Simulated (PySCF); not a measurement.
CH8N2OSi. Atoms are numbered in the order given.

```xyz
13

C      2.0500    -0.5758     1.1112
N      1.1737     0.1881     0.2477
Si    -0.5248    -0.0120     0.0519
N     -1.1385     1.5182    -0.4215
O     -1.0855    -1.0105    -1.1721
H      1.4528    -1.1021     1.8733
H      2.7639     0.0700     1.6548
H      2.6424    -1.3440     0.5760
H      1.6570     0.7404    -0.4553
H     -0.9651    -0.6270     1.3437
H     -2.0187     1.5974    -0.9180
H     -0.8819     2.3703     0.0624
H     -1.1652    -1.9417    -0.9376
```

Coordinates come from a B3LYP-D3(BJ)/def2-SVP optimisation. The structure was generated by enumeration; whether it is a known compound was not checked. Other conformers were not sampled.

Vertical ionisation energy (IE) and electron affinity (EA) in eV. Rows of orbital energies are one-electron estimates. Where ΔSCF, EOM or ADC give a negative EA the extra electron is unbound and the value depends on the basis.

```
level                                              IE     EA
-----------------------------------------------  ----  -----
−ε(HOMO), −ε(LUMO), CAM-B3LYP/def2-TZVP (PySCF)   [?]    [?]
−ε(HOMO), −ε(LUMO), PBE/def2-TZVP (PySCF)        5.35  -0.22
```

Problem. What belongs in the gaps? (An estimate is asked for; the answer gives what the named calculation found.)

Solution. 
- −ε(HOMO), −ε(LUMO), CAM-B3LYP/def2-TZVP (PySCF), IE: 8.17
- −ε(HOMO), −ε(LUMO), CAM-B3LYP/def2-TZVP (PySCF), EA: -1.85
